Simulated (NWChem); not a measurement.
Program: NWChem. System: As, charge 1, spin multiplicity 3. Its SCF solution wasn't tested for a lower state. Level: B3LYP/x2c-SVPall-2c, spin-orbit ZORA, VWN1-RPA local correlation.

Input file:

```
start mol
memory heap 200 mb stack 900 mb global 1100 mb
charge 1
geometry units angstroms nocenter noautoz noautosym
  As     0.000000     0.000000     0.000000
end
basis spherical
  * library x2c-svpall-2c
end
relativistic
  zora on
end
dft
  xc b3lyp
  odft
  mult 3
  semidirect memsize 60000000 filesize 0
  iterations 100
  grid fine
end
task sodft energy
```

Part of the output:

```
             Northwest Computational Chemistry Package (NWChem) 7.3.0
             --------------------------------------------------------

                                NWChem Input Module
                                -------------------

 Scaling coordinates for geometry "geometry" by  1.889725989
 (inverse scale =  0.529177249)

                             Geometry "geometry" -> ""
                             -------------------------

 Output coordinates in angstroms (scale by  1.889725989 to convert to a.u.)

  No.       Tag          Charge          X              Y              Z
 ---- ---------------- ---------- -------------- -------------- --------------
    1 As                  33.0000     0.00000000     0.00000000     0.00000000

 Effective nuclear repulsion energy (a.u.)       0.0000000000

            Nuclear Dipole moment (a.u.)
            ----------------------------
        X                 Y               Z
 ---------------- ---------------- ----------------
     0.0000000000     0.0000000000     0.0000000000


 Summary of "ao basis" -> "" (spherical)
 ------------------------------------------------------------------------------
       Tag                 Description            Shells   Functions and Types
 ---------------- ------------------------------  ------  ---------------------
 *                       x2c-svpall-2c                on all atoms

                                 NWChem DFT Module
                                 -----------------

 Summary of "ao basis" -> "ao basis" (spherical)
 ------------------------------------------------------------------------------
       Tag                 Description            Shells   Functions and Types
 ---------------- ------------------------------  ------  ---------------------
 As                      x2c-svpall-2c              14       38   5s6p3d

 Summary of "ao basis" -> "ao basis" (spherical)
 ------------------------------------------------------------------------------
       Tag                 Description            Shells   Functions and Types
 ---------------- ------------------------------  ------  ---------------------
[...]
    16    -0.220960  -0.372214  1 As py                15    -0.372214   0.220960  1 As px
    19    -0.192577  -0.324402  1 As py                18    -0.324402   0.192577  1 As px
    10     0.120205   0.202490  1 As py                 9     0.202490  -0.120205  1 As px
     7    -0.058540  -0.098613  1 As py                 6    -0.098613   0.058540  1 As px
    12     0.029692  -0.017626  1 As px                13     0.017626   0.029692  1 As py

 Vector   33  Occ=0.000000D+00  E=-4.782709D-01
              MO Center= -1.2D-15,  4.1D-15, -2.4D-14, r^2= 1.8D+00
  Bfn.         Coefficient        Function           Bfn.         Coefficient        Function
  ----     -------------------  ------------         ----     -------------------  ------------
    17    -0.591741   0.017828  1 As pz                20    -0.547861   0.016506  1 As pz
    11     0.315617  -0.009509  1 As pz                 8    -0.123398   0.003718  1 As pz
    53    -0.035822   0.001079  1 As px                54    -0.001079  -0.035822  1 As py
    51    -0.000987  -0.032756  1 As py                50    -0.032756   0.000987  1 As px
    45     0.000836   0.027748  1 As py                44     0.027748  -0.000836  1 As px

 Vector   34  Occ=0.000000D+00  E=-4.555797D-01
              MO Center= -3.8D-17, -1.2D-16, -1.2D-16, r^2= 5.2D-02
  Bfn.         Coefficient        Function           Bfn.         Coefficient        Function
  ----     -------------------  ------------         ----     -------------------  ------------
    55    -0.522645  -0.195200  1 As pz                58    -0.517159  -0.193151  1 As pz
    49     0.283670   0.105947  1 As pz                46    -0.125108  -0.046726  1 As pz
    18    -0.092199  -0.034435  1 As px                19    -0.034435   0.092199  1 As py
    15    -0.085593  -0.031968  1 As px                16    -0.031968   0.085593  1 As py
     9     0.054343   0.020296  1 As px                10     0.020296  -0.054343  1 As py

 Vector   35  Occ=0.000000D+00  E=-4.208983D-01
              MO Center=  6.3D-17,  2.7D-17, -7.9D-17, r^2= 1.1D-02
  Bfn.         Coefficient        Function           Bfn.         Coefficient        Function
  ----     -------------------  ------------         ----     -------------------  ------------
    57    -0.129180   0.390457  1 As py                56     0.390457   0.129181  1 As px
    54    -0.123017   0.371829  1 As py                53     0.371829   0.123018  1 As px
    48     0.064392  -0.194631  1 As py                47    -0.194631  -0.064393  1 As px
    45    -0.021266   0.064279  1 As py                44     0.064279   0.021267  1 As px
     8    -0.051146  -0.016921  1 As pz                20    -0.049329  -0.016320  1 As pz

   alpha - beta orbital overlaps
   -----------------------------

   alpha      1      2      3      4      5      6      7      8      9     10
    beta      1      2      3      4      4      6      7      8      9     10
 overlap   1.134  1.369  1.553  0.933  0.191  0.681  0.681  0.682  1.139  1.139

   alpha     11     12     13     14     15     16     17     18     19     20
    beta     11      6      7      8      9     10     11      9     10     11
 overlap   1.141  0.196  0.196  0.196  0.024  0.024  0.024  0.004  0.004  0.005

   alpha     21     22     23     24     25     26     27     28     29     30
    beta      6      7      8     24     25     26     27     28     24     25
 overlap   0.013  0.013  0.014  0.707  0.706  0.705  0.706  0.707  0.237  0.237

   alpha     31     32     33     34     35     36     37     38
    beta     26     27     28     24     25     26     27     28
 overlap   0.237  0.237  0.237  0.028  0.027  0.026  0.027  0.028

     --------------------------
     Expectation value of S2:
     --------------------------
      <S2> =      2.0029 (Exact =     2.0000)

 Task  times  cpu:        2.7s     wall:        2.7s

 Total times  cpu:        2.7s     wall:        2.7s
```
